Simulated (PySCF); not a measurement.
CH6BFO2Si (SMILES COB(F)O[SiH3]), singlet, at a GFN2-xTB geometry; PySCF with DF-PBE/def2-SVP.

PySCF was given this input:
```python
from pyscf import gto, scf, dft

mol = gto.Mole()
mol.atom = '''
    B     0.069561    0.616383    0.161513
    F     0.485168    1.771289    0.716094
    O    -0.931188    0.623240   -0.728987
    C    -1.615223    1.788223   -1.151378
    H    -1.221700    2.682011   -0.665518
    H    -1.501014    1.876629   -2.233133
    H    -2.672082    1.670940   -0.905595
    O     0.682284   -0.495879    0.530158
    Si    0.722055   -2.104344    0.304234
    H    -0.582548   -2.672161    0.645804
    H     1.776512   -2.487706    1.237983
    H     1.060315   -2.380641   -1.092322
'''
mol.basis = 'def2-svp'
mol.charge = 0
mol.spin = 0
mol.verbose = 4
mol.max_memory = 1800
mol.build()

mf = dft.RKS(mol)
mf.xc = 'pbe'
mf = mf.density_fit(auxbasis='def2-universal-jkfit')
mf.kernel()
```

Task: Write the output that PySCF gives for this input, abridged.

Result: 
```
PySCF version 2.14.0

[INPUT] verbose = 4
[INPUT] num. atoms = 12
[INPUT] num. electrons = 56
[INPUT] charge = 0
[INPUT] spin (= nelec alpha-beta = 2S) = 0
[INPUT] symmetry False subgroup None
[INPUT] Mole.unit = angstrom
[INPUT] Symbol           X                Y                Z      unit          X                Y                Z       unit  Magmom
[INPUT]  1 B      0.069561000000   0.616383000000   0.161513000000 AA    0.131451238951   1.164795057838   0.305215335557 Bohr   0.0
[INPUT]  2 F      0.485168000000   1.771289000000   0.716094000000 AA    0.916834644403   3.347251097455   1.353221539444 Bohr   0.0
[INPUT]  3 O     -0.931188000000   0.623240000000  -0.728987000000 AA   -1.759690290481   1.177752909874  -1.377585778368 Bohr   0.0
[INPUT]  4 C     -1.615223000000   1.788223000000  -1.151378000000 AA   -3.052329100098   3.379251719648  -2.175789085849 Bohr   0.0
[INPUT]  5 H     -1.221700000000   2.682011000000  -0.665518000000 AA   -2.308678406381   5.068266253071  -1.257646750968 Bohr   0.0
[INPUT]  6 H     -1.501014000000   1.876629000000  -2.233133000000 AA   -2.836505369138   3.546314847416  -4.220009769728 Bohr   0.0
[INPUT]  7 H     -2.672082000000   1.670940000000  -0.905595000000 AA   -5.049503162380   3.157618970581  -1.711326529775 Bohr   0.0
[INPUT]  8 O      0.682284000000  -0.495879000000   0.530158000000 AA    1.289329899173  -0.937075500923   1.001853422747 Bohr   0.0
[INPUT]  9 Si     0.722055000000  -2.104344000000   0.304234000000 AA    1.364486196873  -3.976633831872   0.574918937781 Bohr   0.0
[INPUT] 10 H     -0.582548000000  -2.672161000000   0.645804000000 AA   -1.100856174413  -5.049652450744   1.220392690149 Bohr   0.0
[INPUT] 11 H      1.776512000000  -2.487706000000   1.237983000000 AA    3.357121137003  -4.701083018437   2.339448816867 Bohr   0.0
[INPUT] 12 H      1.060315000000  -2.380641000000  -1.092322000000 AA    2.003704955768  -4.498759490911  -2.064189419837 Bohr   0.0

nuclear repulsion = 295.33153779406
number of shells = 56
number of NR pGTOs = 198
number of NR cGTOs = 118
basis = def2-svp
ecp = {}

******** <class 'pyscf.df.df_jk.DFRKS'> ********
method = DFRKS
initial guess = minao
damping factor = 0
level_shift factor = 0
DIIS = <class 'pyscf.scf.diis.CDIIS'>
diis_start_cycle = 1
diis_space = 8
diis_damp = 0
SCF conv_tol = 1e-09
SCF conv_tol_grad = None
SCF max_cycles = 50
direct_scf = False
XC library pyscf.dft.libxc version 7.1.2
    S. Lehtola, C. Steigemann, M. J. T. Oliveira, and M. A. L. Marques,  SoftwareX 7, 1–5 (2018)
XC functionals = pbe
    J. P. Perdew, K. Burke, and M. Ernzerhof,  Phys. Rev. Lett. 77, 3865 (1996)
    J. P. Perdew, K. Burke, and M. Ernzerhof,  Phys. Rev. Lett. 78, 1396 (1997)
    J. P. Perdew, K. Burke, and M. Ernzerhof,  Phys. Rev. Lett. 77, 3865 (1996)
    J. P. Perdew, K. Burke, and M. Ernzerhof,  Phys. Rev. Lett. 78, 1396 (1997)
radial grids:
    Treutler-Ahlrichs [JCP 102, 346 (1995); DOI:10.1063/1.469408] (M4) radial grids

becke partition: Becke, JCP 88, 2547 (1988); DOI:10.1063/1.454033
pruning grids: <function nwchem_prune>
grids dens level: 3
symmetrized grids: False
atomic radii adjust function: <function treutler_atomic_radii_adjust>
small_rho_cutoff = 0
Set gradient conv threshold to 3.16228e-05
Initial guess from minao.
tot grids = 148624
init E= -606.176839956957
  HOMO = -0.352951479451183  LUMO = -0.053241686110467  gap/eV = 8.15552
cycle= 1 E= -605.495584989871  delta_E= 0.681  |g|= 1.02  |ddm|= 3.58
  HOMO = -0.110884284153558  LUMO = 0.0105395279514857  gap/eV = 3.30411
cycle= 2 E= -604.96902912036  delta_E= 0.527  |g|= 1.94  |ddm|= 2.36
  HOMO = -0.263723483916084  LUMO = -0.00601920434025782  gap/eV = 7.01249
cycle= 3 E= -605.680304774768  delta_E= -0.711  |g|= 0.192  |ddm|= 1.76
  HOMO = -0.260458793737079  LUMO = -0.00585281385635739  gap/eV = 6.92818
cycle= 4 E= -605.685676752925  delta_E= -0.00537  |g|= 0.11  |ddm|= 0.207
  HOMO = -0.259489418904505  LUMO = -0.00896812236130984  gap/eV = 6.81703
cycle= 5 E= -605.687695838439  delta_E= -0.00202  |g|= 0.0167  |ddm|= 0.0772
  HOMO = -0.259826016215945  LUMO = -0.00843067464107694  gap/eV = 6.84082
cycle= 6 E= -605.687740512392  delta_E= -4.47e-05  |g|= 0.00909  |ddm|= 0.0162
  HOMO = -0.25958938565325  LUMO = -0.00827398611207286  gap/eV = 6.83864
cycle= 7 E= -605.687756500071  delta_E= -1.6e-05  |g|= 0.00189  |ddm|= 0.00665
  HOMO = -0.259755201001369  LUMO = -0.00823574227863322  gap/eV = 6.84419
cycle= 8 E= -605.687757131391  delta_E= -6.31e-07  |g|= 0.000693  |ddm|= 0.00189
  HOMO = -0.259727331339047  LUMO = -0.00823321334914606  gap/eV = 6.84350
cycle= 9 E= -605.687757231616  delta_E= -1e-07  |g|= 6.24e-05  |ddm|= 0.000561
  HOMO = -0.259733950570877  LUMO = -0.00824336730346609  gap/eV = 6.84341
cycle= 10 E= -605.687757232564  delta_E= -9.48e-10  |g|= 1.82e-05  |ddm|= 8.9e-05
  HOMO = -0.259735834397486  LUMO = -0.00824012986178557  gap/eV = 6.84355
Extra cycle  E= -605.687757232564  delta_E= -4.55e-13  |g|= 1.92e-05  |ddm|= 5.01e-05
converged SCF energy = -605.687757232564
```
